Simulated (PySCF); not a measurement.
C₂H₁₀Si₂.
Atom-mapped SMILES: `[CH3:1][SiH2:2][CH2:3][SiH3:4]` (hydrogens: H5, H6, H7 on C1; H8, H9 on Si2; H10, H11 on C3; H12, H13, H14 on Si4)

Method: PBE0-D3(BJ)/def2-SVP geometry optimisation, gas phase in PySCF 2.14.0; density fitting, grid level 1; the optimiser is geomeTRIC in internal coordinates, started from a GFN2-xTB structure with every atom displaced at random (about 0.01 Å).

Step 0: E = -17976.8623 eV
```
atom  x, y, z in Å  |  force x, y, z in eV/Å
C1     -1.8080    0.4100   -0.3577   -0.664   0.747   0.377
Si2    -0.9683   -0.2168    1.1925    0.649   0.564  -0.615
C3      0.8680    0.2290    1.1423    0.539  -0.695   0.067
Si4     1.8995   -0.3847   -0.3570   -2.113   0.537   0.434
H5     -1.7292    1.5076   -0.4674    0.176  -0.095   0.162
H6     -2.8907    0.2124   -0.3509   -0.021  -0.194   0.024
H7     -1.3960   -0.0132   -1.2594    0.336  -0.456  -0.632
H8     -1.5647    0.3962    2.3821   -0.305   0.240   0.496
H9     -1.1238   -1.6652    1.2944   -0.065  -0.710   0.055
H10     1.3504   -0.1706    2.0635   -0.147  -0.004  -0.237
H11     0.9855    1.3122    1.2266   -0.046   0.420  -0.093
H12     1.6544   -1.8200   -0.5392    0.006  -0.540  -0.137
H13     1.4171    0.3478   -1.5715    0.132  -0.066  -0.057
H14     3.2820   -0.1391   -0.1432    1.523   0.252   0.157
```

Step 1: E = -17976.9934 eV
```
atom  x, y, z in Å  |  force x, y, z in eV/Å
C1     -1.8742    0.4773   -0.3519    0.141  -0.036  -0.199
Si2    -0.9446   -0.1964    1.1338   -0.036  -0.142   0.217
C3      0.8890    0.2467    1.1435   -0.081   0.053  -0.149
Si4     1.8841   -0.4253   -0.3082    0.364   0.149   0.063
H5     -1.8180    1.5745   -0.3815    0.010   0.091   0.016
H6     -2.9374    0.1987   -0.3159   -0.025  -0.040   0.050
H7     -1.4596    0.0992   -1.3030   -0.023   0.006   0.102
H8     -1.5760    0.3328    2.3889    0.005  -0.011  -0.042
H9     -1.0456   -1.6941    1.1786   -0.051   0.055  -0.034
H10     1.3285   -0.1342    2.0801   -0.001  -0.069   0.021
H11     0.9910    1.3461    1.1822    0.039  -0.029  -0.073
H12     1.7462   -1.9084   -0.4483   -0.031   0.009   0.084
H13     1.4438    0.1837   -1.5970   -0.090   0.052  -0.048
H14     3.3491   -0.0948   -0.1462   -0.221  -0.090  -0.009
```

Question: Estimate the geometry and energy of step 2. (The exact step hangs on the optimiser's Hessian estimate; all steps are aligned on step 1, rigid shifts and turns removed.)

Answer: E = -17977.0041 eV, largest force 0.117 eV/Å
```
atom  x, y, z in Å  |  force x, y, z in eV/Å
C1     -1.8499    0.4739   -0.3535    0.016   0.045  -0.070
Si2    -0.9464   -0.2054    1.1446    0.009  -0.037   0.075
C3      0.8852    0.2458    1.1413   -0.054   0.017   0.007
Si4     1.8768   -0.4125   -0.3118    0.096   0.045  -0.049
H5     -1.7859    1.5734   -0.3837   -0.003  -0.013   0.006
H6     -2.9149    0.1975   -0.3218   -0.003  -0.001   0.005
H7     -1.4270    0.0868   -1.2940    0.000  -0.011   0.021
H8     -1.5841    0.3275    2.3922    0.003   0.000  -0.007
H9     -1.0659   -1.6991    1.1802   -0.011   0.010  -0.009
H10     1.3307   -0.1389    2.0751    0.014  -0.014  -0.008
H11     0.9884    1.3445    1.1727   -0.003   0.000  -0.008
H12     1.7295   -1.8959   -0.4281   -0.003  -0.013   0.016
H13     1.4069    0.1979   -1.5958   -0.017  -0.005   0.018
H14     3.3330   -0.0898   -0.1622   -0.044  -0.023   0.001
```

The energy changes by -0.0106 eV. The first-order estimate −F·Δx gives -0.0177 eV and the mean of the old and new forces, exact on a quadratic surface, -0.0106 eV. The step makes an angle of 72° with the force vector and moves no atom by more than 0.040 Å.

The cost below is that of the whole optimisation. Time: 20 s; peak memory 0.47 GiB. Hardware: an Arm Neoverse V2 with one thread (shared host).
